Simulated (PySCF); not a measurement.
**A small calculation by hand: oscillator strength and radiative lifetime**

C₄H₇FO, SMILES CO[C@@H]1C[C@@H]1F.

Geometry: PBE0-D3(BJ)/def2-SVP. The structure was generated by enumeration; whether it is a known compound was not checked. One conformer was computed; it need not be the lowest.

TDA-PBE/def2-SVPD (PySCF) puts the first singlet state with f over 0.02 at 7.01 eV (vertical), with the transition dipole (-0.133, -0.156, -0.363) in atomic units.

Problem. Find the oscillator strength, the wavelength and the radiative lifetime that this transition would have in vacuum if emission retraced absorption.

Solution. 
|μ|² = 0.1738 au, so |μ| = 1.06 D. ΔE = 7.01/27.211 = 0.2576 hartree. f = (2/3) ΔE |μ|² = 0.030 (the program prints 0.030).
λ = 1239.84/7.01 = 177 nm; ν = 56539 cm⁻¹.
Einstein's coefficient A = 0.6670 ν² f s⁻¹ (ν in cm⁻¹) = 6.4e7 s⁻¹, so τ = 1/A = 16 ns. This state is S5; the lower singlets have f = 0.014, 0.009, 0.009, 0.018. The figure is the radiative limit of this one transition; relaxation, internal conversion, crossing to triplets and a medium change what is measured.
